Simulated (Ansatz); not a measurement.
Spectroscopic constants of InCl, closed-shell singlet (the spin of the measured ground state). No spin–orbit coupling.

The constants come from a fifth-degree fit in 1/R (seven points, main isotopes). Runs in def2 and cc sets follow the lowest solution found near the PBE0 minimum. The singlet is held restricted. HF and MP2 rows in def2 and cc sets belong to the determinant that coupled cluster picked by its CCSD energy.

Programs: Ansatz (an electronic-structure program).  In def2 rows elements past Kr take small-core potentials, without spin–orbit coupling.

Energies at HF/def2-TZVPP:

| R (Å) | E (hartree) |
|---|---|
| 2.244662 | -648.80406571 |
| 2.305002 | -648.80863873 |
| 2.360515 | -648.81096216 |
| 2.423269 | -648.81187493 |
| 2.486023 | -648.81136613 |
| 2.558432 | -648.80944087 |
| 2.642908 | -648.80588032 |

### Question
With a reduced mass of 26.8098 u, find the minimum, the force constant and the constants.

### Answer
A fifth-degree polynomial in 1/R puts the minimum at r_e = 2.4296 Å with force constant 153 N/m. Then ω_e = (1/2πc)√(k/μ) = 311 cm⁻¹ and B_e = h/(8π²cμr_e²) = 0.1065 cm⁻¹; the cubic and quartic terms give α_e = 0.00052 and ω_e x_e = 1.1 cm⁻¹.
